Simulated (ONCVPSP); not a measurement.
How hard is this S (Z = 16) ONCV potential?

S, optimised norm-conserving Vanderbilt (ONCV), made with ONCVPSP 4.0.1 (PBE, non-relativistic). Core [He], reference 2s2 2p6 3s2 3p4. Waves: 2s+3s: rc 0.65 bohr, ncon 4, nbas 8, qcut 17.8 1/bohr, 2 projectors; 2p+3p: rc 0.85 bohr, ncon 3, nbas 7, qcut 20.4 1/bohr, 2 projectors. Local part: polynomial inside 0.40 bohr (lpopt 4, dvloc0 6 Ha). Core correction: none.

For each optimised wave give the share of its norm inside rc, the residual kinetic energy above qcut (Ha) and the cutoffs (Ha) for errors of 10, 1, 0.1 and 0.01 mHa per electron.

```
wave  norm inside rc  residual KE  10 mHa  1 mHa  0.1 mHa  0.01 mHa
  2s           0.819      9.4e-06    88.3  117.7    138.9     159.1
  3s           0.042      5.7e-06    54.2  100.5    129.1     152.8
  2p           0.947      1.2e-08   116.1  139.1    158.3     174.2
  3p           0.042      2.1e-08    95.2  125.9    151.0     171.2
```

The occupied waves need 139 Ha and 158 Ha for 1 and 0.1 mHa.
